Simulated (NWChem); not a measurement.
Molecule: CH$_{4}$F$_{2}$Si; SMILES FC[SiH2]F

```xyz
8

F      0.6460    -1.8124     0.2511
C     -0.1946    -1.0561    -0.5612
Si    -0.4577     0.6785     0.1623
F      0.9279     1.5489     0.0468
H      0.2347    -0.9953    -1.5887
H     -1.1826    -1.5683    -0.6565
H     -0.8274     0.5755     1.6107
H     -1.5206     1.3777    -0.6374
```
Atoms are numbered in this order, from 1.

Program: NWChem. Coordinates come from a PBE-D3(BJ)/def2-SVP optimisation.

| atom | ESP charge (e) | Mulliken charge (e) |
|---|---|---|
| F1 | -0.260 | -0.28 |
| C2 | 0.155 | 0.06 |
| Si3 | 0.638 | 0.70 |
| F4 | -0.303 | -0.35 |
| H5 | 0.029 | 0.05 |
| H6 | 0.002 | 0.04 |
| H7 | -0.116 | -0.10 |
| H8 | -0.145 | -0.12 |

Task: Find the dipole moment that each set of point charges gives, and compare with the B3LYP/def2-SVP density's own.

Result: 
1. μ = Σ q r × 4.8032 D/(e Å). ESP charges give (-2.16, -0.13, -0.98) D, of length 2.38 D.
2. Mulliken charges give (-2.92, 0.20, -0.95) D, of length 3.1 D.
3. The density's dipole is 2.30 D: the ESP set is off by 0.08 D in length and the Mulliken set by 0.8 D. ESP charges are fitted to the potential outside the molecule; Mulliken charges are a partition of the basis functions.
